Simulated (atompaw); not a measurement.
# Cutoff test, Ce, PAW (atompaw)

cerium, PAW, made with atompaw 4.2.0.5 (PBEsol, scalar-relativistic). Core [Kr] 4d10, reference 4f1 5s2 5p6 5d2 6s1 6p0. Waves: 5s (bound): rc 2.50 bohr; 6s (bound): rc 3.00 bohr; 5p (bound): rc 2.55 bohr; 6p (bound, empty): rc 3.00 bohr; 5d (bound): rc 3.00 bohr; 5d channel at 0.95 Ry: rc 3.00 bohr; 4f (bound): rc 1.00 bohr; 4f channel at 2.95 Ry: rc 1.00 bohr. Local part: bessel scheme, radius 3.00 bohr. Core correction: smooth core density matched at 1.65 bohr. Augmentation charge: sinc compensation charge, radius 2.70 bohr; PAW radius 3.00 bohr; waves and projectors: modrrkj vanderbiltortho.

The pseudo-atom Hamiltonian at the reference potential is diagonalised in spherical Bessel functions j_l(qr) that vanish at 20 bohr, with q² up to the cutoff. All-electron valence levels (Ry): 5s -2.8683, 6s -0.2369, 5p -1.5988, 6p -0.0761, 5d -0.1562, 4f -0.2818.

Problem. How do the lowest levels (Ry) of each channel move with the cutoff, and are there ghosts?

Solution.

| cutoff (Ry) | s #1 | s #2 | s #3 | p #1 | p #2 | p #3 | d #1 | d #2 | f #1 | Σ f·Δε (mRy) |
| --- | --- | --- | --- | --- | --- | --- | --- | --- | --- | --- |
| 8 | -2.8672 | -0.2368 | 0.0060 | -1.5893 | -0.0753 | 0.0491 | -0.1552 | 0.0450 | 0.0904 | 433.3 |
| 12 | -2.8679 | -0.2369 | 0.0060 | -1.5974 | -0.0760 | 0.0488 | -0.1559 | 0.0449 | 0.0904 | 382.1 |
| 21 | -2.8683 | -0.2369 | 0.0060 | -1.5987 | -0.0760 | 0.0488 | -0.1562 | 0.0449 | 0.0904 | 372.7 |
| 30 | -2.8683 | -0.2369 | 0.0060 | -1.5988 | -0.0760 | 0.0488 | -0.1562 | 0.0449 | 0.0904 | 372.3 |
| 45 | -2.8683 | -0.2369 | 0.0060 | -1.5988 | -0.0760 | 0.0488 | -0.1562 | 0.0449 | 0.0904 | 372.2 |
| 55 | -2.8683 | -0.2369 | 0.0060 | -1.5988 | -0.0760 | 0.0488 | -0.1562 | 0.0449 | 0.0902 | 372.0 |
| 70 | -2.8683 | -0.2369 | 0.0060 | -1.5988 | -0.0760 | 0.0488 | -0.1562 | 0.0449 | -0.0887 | 193.1 |
| 100 | -2.8683 | -0.2369 | 0.0060 | -1.5988 | -0.0760 | 0.0488 | -0.1562 | 0.0449 | -0.2692 | 12.6 |
| 120 | -2.8683 | -0.2369 | 0.0060 | -1.5988 | -0.0760 | 0.0488 | -0.1562 | 0.0449 | -0.2794 | 2.4 |
| 180 | -2.8683 | -0.2369 | 0.0060 | -1.5988 | -0.0760 | 0.0488 | -0.1562 | 0.0449 | -0.2811 | 0.7 |
| 230 | -2.8683 | -0.2369 | 0.0060 | -1.5988 | -0.0760 | 0.0488 | -0.1562 | 0.0449 | -0.2815 | 0.3 |
| 400 | -2.8683 | -0.2369 | 0.0060 | -1.5988 | -0.0760 | 0.0488 | -0.1562 | 0.0449 | -0.2818 | 0.0 |

Result: no extra level below or beside the all-electron valence levels (s, p, d, f tested); 10 mRy is reached at 110 Ry and 1 mRy at 180 Ry.
